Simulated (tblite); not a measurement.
Isomers of C2H12N2OSi3. Calculated harmonic vibrations of the isolated species, GFN2-xTB (tblite), most abundant isotopes, no scaling. This tight-binding method is rough: wavenumbers can miss measured ones by several per cent, in bad cases by 10 to 20. Modes of hydrogen on silicon can be 10 to 20 % off. One conformer each.

Electronic energies: GFN2-xTB at the same geometries; isomer energies are rough at this level and their order can be wrong.

```csv
SMILES,"electronic energy, lowest = 0 (kcal/mol)"
CN(C=O)[SiH2]N([SiH3])[SiH3],0.0
N[Si@@H]1C[SiH2]OC[SiH2]N1,6.0
NC(=O)[SiH2]N([SiH3])C[SiH3],47.4
CC(=O)N[Si@@H](N)[SiH2][SiH3],45.3
C=NC[SiH2][Si@@H](O)N[SiH3],39.7
N[Si@H]1CO[SiH2]C[SiH2]N1,5.7
```

**Question.** How do GFN2-xTB zero-point energies change the relative energies?

**Answer.** 
```tsv
SMILES	ZPE (kcal/mol)	of it from modes above 1550 cm⁻¹	electronic (kcal/mol)	with ZPE, lowest = 0 (kcal/mol)	lowest mode (cm⁻¹)	rings
CN(C=O)[SiH2]N([SiH3])[SiH3]	83.5	45.1	0.0	0.0	20	0
N[Si@H]1CO[SiH2]C[SiH2]N1	88.8	47.5	5.7	11.0	38	1
N[Si@@H]1C[SiH2]OC[SiH2]N1	88.7	47.7	6.0	11.2	21	1
C=NC[SiH2][Si@@H](O)N[SiH3]	84.4	48.2	39.7	40.6	7i	0
CC(=O)N[Si@@H](N)[SiH2][SiH3]	86.2	48.8	45.3	47.9	28	0
NC(=O)[SiH2]N([SiH3])C[SiH3]	83.7	46.1	47.4	47.5	30	0
```

The zero-point energies span 5.3 kcal/mol, from `CN(C=O)[SiH2]N([SiH3])[SiH3]` to `N[Si@H]1CO[SiH2]C[SiH2]N1`. Slightly imaginary modes are left out of the zero-point energy: `C=NC[SiH2][Si@@H](O)N[SiH3]` 6.9i cm⁻¹. The lowest isomer stays, but the order above it changes.

**Question.** What do entropy and thermal enthalpy add at 298.15 K and 1 bar (rigid rotor, harmonic oscillator, one conformer each)?

**Answer.** 
```
                       SMILES  point group  symmetry number  S (cal/(mol K))  H − H(0) (kcal/mol)  ZPE + H − H(0) − TS (kcal/mol)
    N[Si@H]1CO[SiH2]C[SiH2]N1           C1                1            107.6                 8.34                            65.0
CC(=O)N[Si@@H](N)[SiH2][SiH3]           C1                1            118.4                 9.38                            60.2
 NC(=O)[SiH2]N([SiH3])C[SiH3]           C1                1            113.3                 8.82                            58.7
```

Not tabulated: `CN(C=O)[SiH2]N([SiH3])[SiH3]` (lowest mode only 20 cm⁻¹); `N[Si@@H]1C[SiH2]OC[SiH2]N1` (lowest mode only 21 cm⁻¹); `C=NC[SiH2][Si@@H](O)N[SiH3]` (lowest mode only 7i cm⁻¹).
